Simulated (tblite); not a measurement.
Species: bromine monofluoride, BrF.
Numbering: `[F:1][Br:2]`

All values are computed: GFN2-xTB (tblite) harmonic vibrations without scaling, gas phase. This tight-binding method is rough: wavenumbers can miss measured ones by several per cent, in bad cases by 10 to 20.

Harmonic wavenumbers (cm⁻¹): 499.3.

B = 10194 MHz (linear); mass 97.917 u (most abundant isotopes); point group C∞v, symmetry number 1.

Problem. What is the zero-point energy?

Solution. Half the sum of the wavenumbers: 250 cm⁻¹ = 0.71 kcal/mol.

Problem. What is S at 350 K and 1 bar for an ideal gas of classical rigid rotors and harmonic oscillators?

Solution. Translation 40.48, rotation 15.05, vibration 0.87: S = 56.4 cal/(mol K).

Problem. And Cp and H(350 K) − H(0)?

Solution. Cp = 8.37 cal/(mol K), of which vibrations give 1.42 (their classical limit is 1 R = 2.0); H(350 K) − H(0) = 2.64 kcal/mol without the zero-point energy, 0.21 from vibrations.

Problem. What must be added to the electronic energy to get the Gibbs energy at 350 K and 1 bar?

Solution. ZPE + [H(350 K) − H(0)] − T·S = 0.71 + 2.64 − 19.74 = -16.39 kcal/mol.

Problem. How do the functions run with temperature in this model?

Solution. 
| T (K) | S (cal/(mol K)) | Cp (cal/(mol K)) | H − H(0) (kcal/mol) | G − H(0) (kcal/mol) | ln q(vib) |
| --- | --- | --- | --- | --- | --- |
| 100 | 46.8 | 7.0 | 0.70 | -3.99 | 0.00 |
| 200 | 51.9 | 7.7 | 1.43 | -8.95 | 0.03 |
| 300 | 55.1 | 8.2 | 2.23 | -14.31 | 0.10 |
| 500 | 59.4 | 8.6 | 3.92 | -25.80 | 0.27 |
| 800 | 63.5 | 8.8 | 6.55 | -44.29 | 0.52 |
| 1000 | 65.5 | 8.9 | 8.31 | -57.20 | 0.67 |

q(vib) and H(0) count from the zero-point level.

Problem. Which modes carry the vibrational entropy at 350 K?

Solution. 499.3 cm⁻¹: 0.87 cal/(mol K).
